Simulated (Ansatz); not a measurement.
Basis sets compared for the cluster Cu₁₂Pd⁺. Charge 1, multiplicity 2. Geometry PBE-D4/def2-SVP. Ansatz on 2 threads of AMD EPYC 7R13 on a shared host and a share (18 GiB) of an NVIDIA H100 80GB HBM3; times are rough, and most runs start from earlier orbitals.

```xyz
13

Pd    3.290    0.389    0.127
Cu    1.274   -1.112    0.671
Cu   -1.054   -0.297   -2.166
Cu   -0.904    2.318    1.870
Cu    1.182    1.422    0.903
Cu   -1.209   -1.196    0.140
Cu   -0.943    1.181   -0.234
Cu   -2.597    0.538    1.440
Cu   -3.066    0.144   -0.849
Cu    1.151    0.290   -1.301
Cu    2.791   -1.580   -1.252
Cu    0.439   -2.061   -1.435
Cu   -0.354   -0.035    2.088
```

In the def2 sets Pd takes a core potential; there is no spin–orbit coupling. Single mean-field runs in def2-SVP, def2-TZVP are fitted with def2-universal-jkfit. Another isomer (doublet) lies 0.37 eV lower at PBE0-D4/def2-TZVP; other spin states weren't run for this one.

```csv
level,functions,energy (Eh),HOMO (eV),LUMO (eV),wall time
PBE-D4/def2-SVP,403,-19808.7817,-7.92,-7.68,13 s
PBE0-D4/def2-SVP,403,-19808.6766,-8.33,-6.86,12 s
```

Task: Estimate the rows for PBE-D4/def2-TZVP (with forces), PBE0-D4/def2-TZVP.

Result: 
```csv
level,functions,energy (Eh),HOMO (eV),LUMO (eV),wall time
PBE-D4/def2-TZVP (with forces),580,-19811.7367,-8.20,-7.96,15 s
PBE0-D4/def2-TZVP,580,-19811.5364,-8.60,-7.11,17 s
```
